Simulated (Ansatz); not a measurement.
Wavefunction ladder for `C=CO[Si](F)(F)F`

```tsv
atom	x (Å)	y (Å)	z (Å)
C1	-1.5500	0.0964	-0.5631
C2	-0.9092	0.8072	0.3486
O3	0.3886	0.6376	0.7334
Si4	1.4869	-0.4276	0.2365
F5	1.7823	-0.3006	-1.2995
F6	2.8026	-0.1380	1.0312
F7	1.0428	-1.9074	0.5110
H8	-1.0881	-0.7176	-1.1105
H9	-2.5827	0.3294	-0.7817
H10	-1.3731	1.6205	0.8940
```

Charge 0, multiplicity 1. Geometry: relaxed with PBE0-D4/def2-TZVP. It is one conformer, not always the lowest. Frozen core, restricted reference, Ansatz 0.2.0. CBS rows extrapolate triple and quadruple zeta; past MP2 they add the triple-zeta difference.

```
     basis     HF (Eh)  MP2 corr.  CCSD corr.       (T)  CCSD(T) total
def2-TZVPP  -740.05764   -1.40202    -1.42077  -0.04841     -741.52682
def2-QZVPP  -740.08959   -1.52457           –         –              –
 CBS(def2)  -740.09399   -1.61535    -1.63410     as TZ     -741.77650
```
